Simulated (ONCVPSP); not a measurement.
What one change does to a pseudopotential (O (Z = 8), ONCV)

* Element: oxygen
* Generator: ONCVPSP 4.0.1
* Type: optimised norm-conserving Vanderbilt (ONCV)
* Functional: PBEsol
* Relativity: scalar-relativistic
* Frozen core: [He]
* Valence charge: 6
* Reference configuration: 2s2 2p2 (charge +2)
* Partial waves: 2s: rc 0.60 bohr, ncon 4, nbas 8, qcut 13.8 1/bohr, 1 projector; 2p: rc 1.45 bohr, ncon 3, nbas 7, qcut 10.8 1/bohr, 1 projector; d scattering state at 0.18 Ha: rc 1.45 bohr, ncon 4, nbas 9, qcut 6.1 1/bohr, 2 projectors, debl 1.4 Ha
* Local potential: polynomial inside 0.55 bohr (lpopt 5, dvloc0 0 Ha)
* Core correction: polynomial model core, fcfact 0.7

All-electron outer shells of the reference configuration (PBEsol, scalar-relativistic, ld1.x):

```json
{"shell": "1s", "level (eV)": "-555.75", "outermost node (bohr)": "–", "outermost maximum (bohr)": "0.13"}
{"shell": "2s", "level (eV)": "-58.13", "outermost node (bohr)": "0.28", "outermost maximum (bohr)": "0.84"}
{"shell": "2p", "level (eV)": "-43.11", "outermost node (bohr)": "–", "outermost maximum (bohr)": "0.75"}
```

Change: p: qcut 13.

Cutoffs: the cutoffs (Ha) at which the residual kinetic energy of the hardest occupied pseudo-wave falls to 1 and 0.1 mHa per electron; they do not see the model core or the augmentation charge, which bear on the density cutoff. Errors are all-electron minus pseudo energies relative to the spin-unpolarised reference configuration.

**Question.** What does the change do?

**Answer.** The potential gets neither clearly harder nor softer (94 Ha and 444 Ha → 94 Ha and 444 Ha); the s channel sets the loose cutoff, while the largest relative change is in p, which becomes harder; of the 4 tests that both files solve, the error grows in 0 and shrinks in 4 by more than 15 % and 0.3 meV (median size 128.6 → 94.7 meV); neither file shows a bound ghost.

```csv
quantity,base,changed
"cutoff, loose",94 Ha,94 Ha
"cutoff, tight",444 Ha,444 Ha
loose cutoff by channel,"s 94 Ha, p 36 Ha","s 94 Ha, p 42 Ha"
bound ghosts,none,none
GHOST(+) flags under 300 eV,none,none
"error for 2s2 2p4, meV [ΔE -49.84 eV]",+114,+82
"error for 2s2 2p3, meV [ΔE -33.48 eV]",+54,+40
"error for 2s2 2p1, meV [ΔE 53.71 eV]",+143,+107
"error for 2s0 2p6, meV [ΔE -20.09 eV]",+370,+268
s: phases at 0.61 bohr within 0.05 rad from the reference energy up to (Ha; the scan ends near 5),2.2,2.2
p: phases at 1.47 bohr within 0.05 rad from the reference energy up to (Ha; the scan ends near 5),0.7,0.9
d: phases at 1.47 bohr within 0.05 rad from the reference energy up to (Ha; the scan ends near 5),4.2,4.2
"rms error of d²Exc/dni dnj with the model core, mHa",2.55,2.42
```
